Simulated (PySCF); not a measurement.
Compound: C7H13P.
Atom-mapped SMILES: `[CH3:1][C:2]#[C:3][PH:4][C:5]([CH3:6])([CH3:7])[CH3:8]` (hydrogens: H9, H10, H11 on C1; H12 on P4; H13, H14, H15 on C6; H16, H17, H18 on C7; H19, H20, H21 on C8)

All values: PBE0/pcSseg-1 and wB97X-D/def2-SVPD (PySCF, non-relativistic), on one gas-phase PBE0-D3(BJ)/def2-SVP geometry that isn't relaxed in the solvent. The solvent is an IEF-PCM continuum (cavity from Bondi-type radii × 1.2). The model holds no explicit solvent molecules, cavitation or dispersion.

Gas phase at PBE0/pcSseg-1: HOMO -6.45 eV, LUMO 0.12 eV, dipole 1.65 D.

Task: What does the continuum do to the energy, the frontier levels and the dipole at PBE0/pcSseg-1 in acetonitrile and dimethylsulfoxide?

Result: 
```csv
solvent,ε,E(solvent) − E(gas) (kJ/mol),polarisation term (kJ/mol),distortion of the solute (kJ/mol),HOMO (eV),LUMO (eV),dipole (D)
acetonitrile,35.69,-15.98,-18.85,2.87,-6.62,0.06,2.17
dimethylsulfoxide,46.83,-16.17,-19.12,2.95,-6.62,0.06,2.18
```

Polarisation term: ½ Σ q·V over the induced surface charges. Distortion: the rise of the solute's own energy as its density leaves the gas-phase optimum. From acetonitrile to dimethylsulfoxide the lowering changes by a factor 1.01, Onsager's factor (ε − 1)/(2ε + 1) by 1.01 and ε itself by 1.3.

Task: Which radius a makes the point-dipole formula ΔE = −[(ε − 1)/(2ε + 1)]·μ²/a³ give the value in dimethylsulfoxide, with the gas-phase dipole?

Result: μ = 0.649 au and |ΔE| = 0.00616 Eh give a = 1.70 Å; the farthest nucleus lies 4.61 Å from the centroid of the nuclei, so such a sphere wouldn't even hold the nuclei. The formula assumes a rigid point dipole at the centre of a sphere.

Task: Which IAO charges (PBE0/pcSseg-1) respond most in acetonitrile (means over atoms taken as equivalent)?

Result: 
```tsv
atoms	environment	gas (e)	solvent (e)	change
P4	phosphine phosphorus	+0.385	+0.356	-0.029
C3	alkyne carbon	-0.321	-0.344	-0.023
H12	P–H hydrogen	-0.024	-0.010	+0.014
H9/H10/H11	methyl hydrogen	+0.170	+0.180	+0.010
C1	propargylic carbon	-0.429	-0.438	-0.009
C5	sp3 carbon bound to phosphorus	-0.094	-0.089	+0.005
```

Gas phase at wB97X-D/def2-SVPD: HOMO -8.23 eV, LUMO 1.81 eV, dipole 1.64 D.

Task: What does the continuum do to the energy, the frontier levels and the dipole at wB97X-D/def2-SVPD in acetonitrile?

Result: 
```
     solvent      ε  E(solvent) − E(gas) (kJ/mol)  polarisation term (kJ/mol)  distortion of the solute (kJ/mol)  HOMO (eV)  LUMO (eV)  dipole (D)
acetonitrile  35.69                        -15.64                      -18.88                               3.24      -8.40       1.76        2.26
```

Task: How does the static polarisability (wB97X-D/def2-SVPD, frozen core, with the continuum's full static response) change?

Result: 
| medium | isotropic (au) | principal values (au) | ⟨r²⟩ of the electrons (bohr²) |
| --- | --- | --- | --- |
| gas | 113.5 | 92.1, 100.2, 148.4 | 1575.3 |
| acetonitrile | 158.9 | 134.0, 144.8, 198.0 | 1573.0 |

The isotropic value in acetonitrile is 1.40 times the gas-phase one; no cavity-field correction is applied. ⟨r²⟩ is taken about the centre of nuclear charge.

Time: 36 s of wall time; peak memory 1.2 GiB. Hardware: one thread, Arm Neoverse V2 (aarch64), shared host with 48 logical CPUs at a one-minute load of 36. This is the whole shielding run at PBE0/pcSseg-1 in dimethylsulfoxide, SCF included.

Conformer computed: `[CH3:1][C:2]#[C:3][PH:4][C:5]([CH3:6])([CH3:7])[CH3:8]`: C3–P4–C5–C6 -50°.

wB97X-D is run here without its empirical dispersion term; that term would change no orbital, density or response property at a fixed geometry.
